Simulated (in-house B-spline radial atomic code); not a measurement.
A fraction x of an electron is moved 3s → 3d in the scandium ion Sc⁵⁺, starting from [Ne] 3s2 3p4 and keeping the highest spin. Computed with an all-electron radial atomic-structure program (B-spline basis): non-relativistic OLYP, spin-polarised, spherical fractional occupations, point nucleus.

| x | E(x) - E(0) (eV) | 3s down level (eV) | 3d up level (eV) |
| --- | --- | --- | --- |
| 0 | 0.0000 | -123.125 | - |
| 0.125 | 6.4961 | -122.886 | -71.157 |
| 0.25 | 12.9319 | -122.631 | -71.388 |
| 0.375 | ? | ? | ? |
| 0.5 | 25.6188 | -122.067 | -71.823 |
| 0.625 | 31.8671 | -121.755 | -72.029 |
| 0.75 | ? | ? | ? |
| 0.875 | 44.1648 | -121.060 | -72.416 |
| 1 | 50.2099 | - | -72.599 |

Q: What belongs in the row x = 0.375?

A: An energy change of 19.3066 eV; 3s down at -122.359 eV, 3d up at -71.610 eV.

Q: What belongs in the row x = 0.75?

A: An energy change of 38.0498 eV; 3s down at -121.420 eV, 3d up at -72.226 eV.

Q: Check Janak's theorem between x = 0.125 and 0.25.

A: The slope of the energy is 51.49 eV; the orbital levels give 51.49 eV (ε of the receiving orbital less ε of the emptying one, averaged over the two points).
